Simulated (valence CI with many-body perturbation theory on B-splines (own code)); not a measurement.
E1 line list for Tm63+

Level of theory: valence CI with perturbative core correlation (CI+MBPT): four valence electrons over a frozen Dirac-Fock core [He], radial functions for each j: 11 s, 11 p, 9 d, 7 f, 5 g, 2 h, 1 i, with the one-electron correlation potential Σ1, the two-electron term Σ2, the three-electron term Σ3, Breit, model QED; selected CI, second order for the rest (own B-spline code, finite nucleus).

The last digits are not significant, and no measured levels were compared; by estimate large intervals hold to a few tenths of a per cent, small ones and those within an open d or f shell to about a per cent. Among the levels kept, up to 280 cm⁻¹ of a level comes from second order outside the variational space, and about a tenth of that is noise between levels of different J, which matters for small intervals.

Lines 101 to 150 of 250 in falling wavelength, among levels below 10696 eV, chosen from the strongest by gf and those to the six lowest levels. Wavelengths and rates use the calculated energies. Electric multipoles are in the length gauge, E1 and E2 with the static RPA response of the core. Weak lines are less certain than strong ones. Lines between different terms over intervals too small for the method are left out, as are lines whose strength nearly cancels. The highest levels of a list are the least certain.

Levels are named by their leading jj configuration (3d3/2^4 stands for four electrons in 3d with j = 3/2), which in mixed levels can hold well under half, so a name can repeat and another be missing. Letters in brackets count levels of one name in rising energy.

| λ vac (nm) | Upper | Lower | A (s⁻¹) | log gf | Branch % |
| --- | --- | --- | --- | --- | --- |
| 0.1594 | (2s 2p1/2 2p3/2 3s) J=3 | (2s 2p1/2 2p3/2^2) J=3 | 7.26e+13 | -0.71 | 60.2 |
| 0.1592 | (2s 2p1/2^2 3s) J=1 | (2s 2p1/2^2 2p3/2) J=2 | 1.36e+14 | -0.81 | 85.4 |
| 0.1590 | (2s^2 2p1/2 3s) J=1 | (2s^2 2p1/2 2p3/2) J=2 | 1.33e+14 | -0.82 | 66.6 |
| 0.1589 | (2s 2p1/2 2p3/2 3s) J=2 [b] | (2s 2p1/2 2p3/2^2) J=3 | 1.13e+14 | -0.67 | 53.0 |
| 0.1588 | (2s 2p1/2 2p3/2 3s) J=1 [a] | (2s 2p1/2 2p3/2^2) J=2 [a] | 1.23e+14 | -0.85 | 56.3 |
| 0.1587 | (2s^2 2p1/2 3s) J=0 | (2s^2 2p1/2 2p3/2) J=1 | 1.62e+14 | -1.21 | 100.0 |
| 0.1587 | (2s^2 2p3/2 3s) J=2 | (2s^2 2p3/2^2) J=2 | 8.35e+13 | -0.80 | 65.2 |
| 0.1586 | (2s^2 2p1/2 3s) J=1 | (2s^2 2p1/2 2p3/2) J=1 | 2.60e+13 | -1.53 | 13.1 |
| 0.1585 | (2s^2 2p3/2 3s) J=1 | (2s^2 2p3/2^2) J=2 | 1.38e+14 | -0.81 | 56.3 |
| 0.1517 | (2s 2p1/2^2 3d3/2) J=1 | (2s 2p1/2^2 2p3/2) J=1 | 1.41e+14 | -0.84 | 80.7 |
| 0.1516 | (2s 2p1/2^2 3d3/2) J=2 | (2s 2p1/2^2 2p3/2) J=1 | 3.64e+12 | -2.20 | 1.7 |
| 0.1503 | (2s 2p1/2 2p3/2 3d3/2) J=2 [a] | (2s 2p1/2 2p3/2^2) J=2 [a] | 9.48e+13 | -0.79 | 35.1 |
| 0.1502 | (2s 2p1/2 2p3/2 3d3/2) J=1 [c] | (2s 2p1/2 2p3/2^2) J=0 | 1.85e+14 | -0.73 | 33.3 |
| 0.1502 | (2s 2p1/2^2 3d3/2) J=1 | (2s 2p1/2^2 2p3/2) J=2 | 3.30e+13 | -1.47 | 18.9 |
| 0.1502 | (2s 2p1/2 2p3/2 3d5/2) J=3 [b] | (2s 2p1/2 2p3/2^2) J=2 [b] | 9.45e+13 | -0.65 | 8.4 |
| 0.1501 | (2s^2 2p1/2 3d3/2) J=2 | (2s^2 2p1/2 2p3/2) J=2 | 1.80e+14 | -0.52 | 90.0 |
| 0.1501 | (2s 2p1/2^2 3d3/2) J=2 | (2s 2p1/2^2 2p3/2) J=2 | 2.12e+14 | -0.45 | 96.5 |
| 0.1501 | (2s 2p1/2 2p3/2 3d3/2) J=1 [e] | (2s 2p1/2 2p3/2^2) J=1 [a] | 2.08e+14 | -0.68 | 13.0 |
| 0.1500 | (2s 2p1/2 2p3/2 3d3/2) J=2 [b] | (2s 2p1/2 2p3/2^2) J=3 | 1.41e+14 | -0.62 | 11.3 |
| 0.1500 | (2s 2p1/2 2p3/2 3d5/2) J=2 [b] | (2s 2p1/2 2p3/2^2) J=1 [b] | 3.01e+14 | -0.29 | 28.5 |
| 0.1500 | (2s 2p1/2 2p3/2 3d5/2) J=2 [b] | (2s 2p1/2 2p3/2^2) J=2 [b] | 4.98e+14 | -0.08 | 47.1 |
| 0.1498 | (2s^2 2p1/2 3d3/2) J=2 | (2s^2 2p1/2 2p3/2) J=1 | 1.94e+13 | -1.49 | 9.7 |
| 0.1498 | (2s 2p1/2 2p3/2 3d5/2) J=1 | (2s 2p1/2 2p3/2^2) J=1 [b] | 7.43e+14 | -0.12 | 63.4 |
| 0.1497 | (2s 2p1/2 2p3/2 3d5/2) J=1 | (2s 2p1/2 2p3/2^2) J=2 [b] | 2.47e+14 | -0.60 | 21.1 |
| 0.1497 | (2s 2p1/2^2 3d5/2) J=2 | (2s 2p1/2^2 2p3/2) J=1 | 9.96e+14 | 0.22 | 92.0 |
| 0.1497 | (2s 2p1/2 2p3/2 3d3/2) J=1 [e] | (2s 2p1/2 2p3/2^2) J=0 | 5.74e+14 | -0.24 | 35.9 |
| 0.1497 | (2s^2 2p1/2 3d3/2) J=1 | (2s^2 2p1/2 2p3/2) J=2 | 3.08e+13 | -1.51 | 2.0 |
| 0.1496 | (2s^2 2p3/2 3d3/2) J=2 | (2s^2 2p3/2^2) J=2 | 9.11e+13 | -0.82 | 8.1 |
| 0.1495 | (2s^2 2p3/2 3d3/2) J=3 | (2s^2 2p3/2^2) J=2 | 1.32e+13 | -1.51 | 1.2 |
| 0.1494 | (2s^2 2p3/2 3d3/2) J=1 | (2s^2 2p3/2^2) J=2 | 2.19e+14 | -0.66 | 16.2 |
| 0.1494 | (2s^2 2p1/2 3d3/2) J=1 | (2s^2 2p1/2 2p3/2) J=1 | 1.73e+14 | -0.76 | 11.0 |
| 0.1487 | (2s^2 2p3/2 3d5/2) J=1 | (2s^2 2p3/2^2) J=0 | 1.10e+15 | 0.04 | 91.3 |
| 0.1486 | (2s 2p1/2 2p3/2 3d5/2) J=2 [a] | (2s 2p1/2 2p3/2^2) J=2 [a] | 4.12e+14 | -0.17 | 83.7 |
| 0.1486 | (2s 2p1/2 2p3/2 3d5/2) J=3 [b] | (2s 2p1/2 2p3/2^2) J=3 | 8.69e+14 | 0.30 | 77.6 |
| 0.1486 | (2s 2p1/2^2 3d5/2) J=3 | (2s 2p1/2^2 2p3/2) J=2 | 1.12e+15 | 0.41 | 100.0 |
| 0.1485 | (2s 2p1/2 2p3/2 3d5/2) J=4 [b] | (2s 2p1/2 2p3/2^2) J=3 | 1.46e+15 | 0.64 | 99.7 |
| 0.1484 | (2s^2 2p1/2 3d5/2) J=2 | (2s^2 2p1/2 2p3/2) J=2 | 1.20e+14 | -0.70 | 10.4 |
| 0.1484 | (2s 2p1/2 2p3/2 3d5/2) J=3 [a] | (2s 2p1/2 2p3/2^2) J=2 [a] | 1.38e+15 | 0.50 | 92.8 |
| 0.1484 | (2s 2p1/2 2p3/2 3d5/2) J=2 [b] | (2s 2p1/2 2p3/2^2) J=3 | 1.26e+14 | -0.68 | 12.0 |
| 0.1484 | (2s 2p1/2 2p3/2 3d3/2) J=2 [c] | (2s 2p1/2 2p3/2^2) J=2 [a] | 2.97e+14 | -0.31 | 59.1 |
| 0.1484 | (2s 2p1/2 2p3/2 3d3/2) J=3 [c] | (2s 2p1/2 2p3/2^2) J=2 [a] | 1.32e+14 | -0.52 | 73.9 |
| 0.1484 | (2s^2 2p1/2 3d5/2) J=3 | (2s^2 2p1/2 2p3/2) J=2 | 1.12e+15 | 0.41 | 100.0 |
| 0.1483 | (2s 2p1/2^2 3d5/2) J=2 | (2s 2p1/2^2 2p3/2) J=2 | 7.80e+13 | -0.89 | 7.2 |
| 0.1482 | (2s^2 2p3/2 3d5/2) J=2 | (2s^2 2p3/2^2) J=2 | 8.57e+14 | 0.15 | 99.6 |
| 0.1481 | (2s^2 2p1/2 3d5/2) J=2 | (2s^2 2p1/2 2p3/2) J=1 | 1.03e+15 | 0.23 | 89.6 |
| 0.1480 | (2s 2p1/2 2p3/2 3p3/2) J=3 [a] | (2s^2 2p3/2^2) J=2 | 1.90e+14 | -0.36 | 83.3 |
| 0.1480 | (2s 2p1/2 2p3/2 3d3/2) J=2 [d] | (2s 2p1/2 2p3/2^2) J=2 [a] | 9.71e+13 | -0.80 | 6.6 |
| 0.1479 | (2s^2 2p3/2 3d5/2) J=3 | (2s^2 2p3/2^2) J=2 | 1.72e+15 | 0.60 | 99.6 |
| 0.1479 | (2s 2p1/2 2p3/2 3d5/2) J=3 [b] | (2s 2p1/2 2p3/2^2) J=2 [a] | 1.50e+14 | -0.46 | 13.4 |
| 0.1478 | (2s 2p1/2 2p3/2 3p3/2) J=1 [a] | (2s^2 2p3/2^2) J=2 | 8.22e+12 | -2.09 | 2.5 |

(1) How does gf follow from A for the line at 0.1503 nm?

Answers

(1) gf = 1.4992 × (2J+1)_upper × A / σ², with σ = 66537992 cm⁻¹ and 2J+1 = 5: gf = 0.160.
